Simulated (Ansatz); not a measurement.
Frontier orbitals of `CC[O][SnH3]`.

Z-matrix (Å, degrees):
```
C
C 1 1.511
H 1 1.092 2 110.3
H 1 1.093 2 110.7 3 120.2
H 1 1.092 2 110.3 3 -119.5
O 2 1.408 1 109.1 3 59.7
H 2 1.102 1 109.5 3 -62.0
H 2 1.102 1 109.5 3 -178.6
Sn 6 1.967 2 118.9 1 179.9
H 9 1.709 6 107.5 2 -60.2
H 9 1.709 6 107.5 2 59.2
H 9 1.698 6 103.9 2 179.5
```

Total charge 0; spin multiplicity 1. Correlated methods include outer-core shells of Sn, which these sets cover unevenly. Sn: def2 effective core potential. The geometry is a stationary point of PBE0-D4/def2-TZVP. It is one conformer, not always the lowest. Basis def2-TZVPP, Ansatz 0.2.0.

| functional | HOMO (eV) | LUMO (eV) | gap (eV) |
| --- | --- | --- | --- |
| PBE | -5.91 | -1.13 | 4.78 |
| BLYP | -5.84 | -1.06 | 4.78 |
| PBE0 | -7.44 | -0.35 | 7.09 |
| B3LYP | -7.22 | -0.59 | 6.63 |
| LC-ωPBE | -10.19 | 1.60 | 11.79 |
| ωB97X-V | -9.90 | 1.46 | 11.36 |
| ωB97M-V | -9.83 | 1.10 | 10.93 |
| HF | -11.29 | 2.14 | 13.43 |

Against PBE, PBE0 changes HOMO and LUMO by −1.53 and +0.78 eV, ωB97M-V by −3.92 and +2.24 eV. A gap of 4.78 eV thus becomes 10.93 eV for the same molecule, so an orbital gap means little without its functional. A positive LUMO is unbound and depends on the basis.

B3LYP here is the variant with VWN-RPA as its local correlation; programs differ in this. LC-ωPBE has ω = 0.4 bohr⁻¹.
